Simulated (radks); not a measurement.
Results of a calculation; reference values are marked as such.
Effect of the nuclear size on the lutetium ion Lu+, [Xe] 4f14 6s2. Level of theory: Dirac Kohn-Sham, PBE, spin-unpolarised, spherical densities, finite nucleus; Fermi nuclear charge, rms radius 5.37 fm (a radial shooting solver on a logarithmic mesh with Libxc functionals). The rms radius is varied about that value; shifts are against it.

rms radius (fm)  total energy shift (eV)  density at nucleus (e/bohr^3)  1s1/2 shift (meV)  2s1/2 shift (meV)  4p1/2 shift (meV)  5s1/2 shift (meV)  5p1/2 shift (meV)  6s1/2 shift (meV)  6p1/2 (empty) shift (meV)
4.7363                             -9.89                      1.157e+06              -4030               -552              0.258              -4.29              0.476             -0.313                      0.175
5.0048                             -5.80                      1.137e+06              -2360               -324              0.151              -2.52              0.279             -0.184                      0.103
5.37                                   0                      1.111e+06              0.000              0.000              0.000              0.000              0.000              0.000                      0.000
5.8479                              8.01                      1.082e+06               3260                447             -0.206               3.47             -0.386              0.254                     -0.142
6.1701                              13.7                      1.063e+06               5570                764             -0.351               5.93             -0.658              0.433                     -0.242

Slopes of the eigenvalues against <r^2> in GHz/fm^2, as finite differences over the two radii next to the reference (eigenvalue slopes, not the field-shift constants of lines): 1s1/2 149000, 2s1/2 20400, 4p1/2 -9.45, 5s1/2 158, 5p1/2 -17.6, 6s1/2 11.6, 6p1/2 (empty) -6.47.
